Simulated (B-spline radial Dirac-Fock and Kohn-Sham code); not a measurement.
**Zn⁷⁺: photoemission with 10500 eV photons**

System: Zn⁷⁺, configuration [Ar] 3d5.

Model: Dirac-Hartree-Slater photoionisation with all multipoles and Dirac-Fock thresholds. Program: an atomic code on a B-spline grid. The asymmetry parameter β is from the dipole term alone. Kinetic energies are from the vacuum level. Open shells are spread statistically over j, without multiplet splitting.

The last column is dσ/dΩ = σ/(4π) · [1 − (β/2) P₂(cos θ)] at θ = 0° from the beam of unpolarised light.

| subshell | electrons | binding (eV) | kinetic (eV) | σ (kb) | β | dσ/dΩ (kb/sr) |
| --- | --- | --- | --- | --- | --- | --- |
| K (1s) | 2 | 9839.8 | 660.2 | ? | ? | ? |
| L1 (2s) | 2 | 1382.7 | 9117.3 | 1.45 | 2.00 | ≈ 0 |
| L2 (2p1/2) | 2 | 1228.1 | 9271.9 | 0.374 | 0.87 | 0.0168 |
| L3 (2p3/2) | 4 | 1204.7 | 9295.3 | 0.678 | 0.86 | 0.0307 |
| M1 (3s) | 2 | 304.5 | 10195.5 | 0.236 | 2.00 | ≈ 0 |
| M2 (3p1/2) | 2 | 251.9 | 10248.1 | 0.0571 | 0.82 | 0.00268 |
| M3 (3p3/2) | 4 | 248.3 | 10251.7 | 0.104 | 0.80 | 0.00493 |
| M4 (3d3/2) | 2 | 169.0 | 10331.0 | 0.00154 | 0.34 | 0.000102 |
| M5 (3d5/2) | 3 | 168.4 | 10331.6 | 0.00219 | 0.34 | 0.000144 |

**Question.** What are σ and β for K (1s)?

**Answer.** σ = 19.7 kb, the largest of all subshells and 87 % of the total, and β = 2.00, which gives dσ/dΩ = 0.000668 kb/sr.

Run: 2.4 s of CPU time on 1 thread of Neoverse-V1 (shared host), peak memory 0.31 GiB.

Values without a named source are computed, but for edge energies of neutral atoms, which are taken from tables.
